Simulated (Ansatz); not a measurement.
Consider the formal exchange of groups at the Si–Cl bond: `C[SiH](Cl)[NH][AlH2]` + SiH₄ → `C[SiH]([SiH3])[NH][AlH2]` + HCl.

Calculated with Ansatz (gas phase, PBE0-D4/def2-TZVP geometries, no zero-point term in ΔE). CCSD(T)/CBS adds triple-zeta CCSD(T) − MP2 to the extrapolated MP2 energy (def2 sets, frozen cores). This one scheme is used for every species. Functionals use def2-TZVPP. Each species was taken in one conformer, which may not be the lowest.

`C[SiH](Cl)[NH][AlH2]`:

```xyz
12

C     1.739    0.616    0.958
Si    0.447   -0.560    0.332
Cl    0.081   -1.908    1.867
N    -0.995    0.226   -0.153
Al   -2.010   -0.089   -1.590
H     2.634    0.075    1.272
H     2.016    1.328    0.177
H     1.366    1.176    1.820
H     0.916   -1.363   -0.821
H    -1.348    0.909    0.506
H    -3.332    0.766   -1.745
H    -1.513   -1.175   -2.623
```

SiH₄:

Z-matrix (Å, degrees):
```
Si
H 1 1.485
H 1 1.485 2 109.5
H 1 1.485 2 109.5 3 -120.0
H 1 1.485 2 109.5 3 120.0
```

`C[SiH]([SiH3])[NH][AlH2]`:

Z-matrix (Å, degrees):
```
C
Si 1 1.873
H 1 1.093 2 111.2
H 1 1.093 2 110.7 3 119.9
H 1 1.093 2 110.6 3 -120.1
Si 2 2.349 1 109.7 3 -61.3
N 2 1.735 1 112.7 3 61.8
H 2 1.491 1 109.3 3 179.3
H 6 1.490 2 111.1 1 -174.1
H 6 1.493 2 110.0 1 66.8
H 6 1.491 2 112.1 1 -52.8
Al 7 1.782 2 129.2 1 117.0
H 7 1.013 2 114.6 1 -65.4
H 12 1.580 7 118.2 2 -2.5
H 12 1.584 7 117.5 2 177.8
```

HCl:

Cartesian coordinates in Å:
```
Cl -0.478 -0.191 -0.379
H 0.478 0.191 0.379
```

Problem. Is it downhill or uphill in electronic energy at CCSD(T)/CBS, and by how much? (Best estimate.)

Solution. The calculation gave: Uphill: ΔE = +29.2 kcal/mol.

Problem. What do these levels give: r2SCAN-D4, B2PLYP, MP2/def2-TZVPP, SCS-MP2/def2-TZVPP, CCSD/def2-TZVPP, CCSD(T)/def2-TZVPP? (Best estimate.)

Solution. Ansatz gave: r2SCAN-D4 28.8, B2PLYP 30.3, MP2/def2-TZVPP 31.0, SCS-MP2/def2-TZVPP 31.1, CCSD/def2-TZVPP 29.1, CCSD(T)/def2-TZVPP 28.6 kcal/mol.

Largest T1 diagnostic among the species: 0.012.

From PBE to PBE0 (25 % exact exchange), in def2-TZVPP and without D4, ΔE moves by +1.5 kcal/mol. In def2-TZVPP, CCSD(T) changes the Hartree–Fock value by −5.6 kcal/mol (the triples alone add −0.5 kcal/mol) and MP2 by −3.2 kcal/mol.
